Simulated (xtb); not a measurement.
xtb input:

```bash
xtb mol.xyz --gfn 1 --sp --chrg 0 --uhf 0
```
mol.xyz:
```
18

C     -2.70778772    -0.65331949    -0.41539753
C     -1.51786384     0.02619302     0.25576849
C     -0.22219759    -0.14557627    -0.53232133
C      0.98703306     0.50905786     0.11748509
C      2.23678266     0.40636272    -0.74563050
O      1.18322608    -0.13906207     1.38025596
H     -2.53896246    -1.72815321    -0.51728319
H     -3.62389518    -0.51484834     0.16171872
H     -2.88139227    -0.25097478    -1.41688892
H     -1.37701651    -0.37489594     1.26099599
H     -1.72515330     1.09499536     0.37544002
H     -0.34348373     0.27515692    -1.53569584
H     -0.00499949    -1.21142007    -0.66028572
H      0.75794647     1.57068965     0.29089279
H      3.09429360     0.86933129    -0.25016683
H      2.09298835     0.91360591    -1.70194669
H      2.47820626    -0.64063580    -0.93893946
H      1.94986002     0.25333868     1.81068604
```

Problem. Predict the final energy.

Solution. -21.76013 Eh (GFN1-xTB).
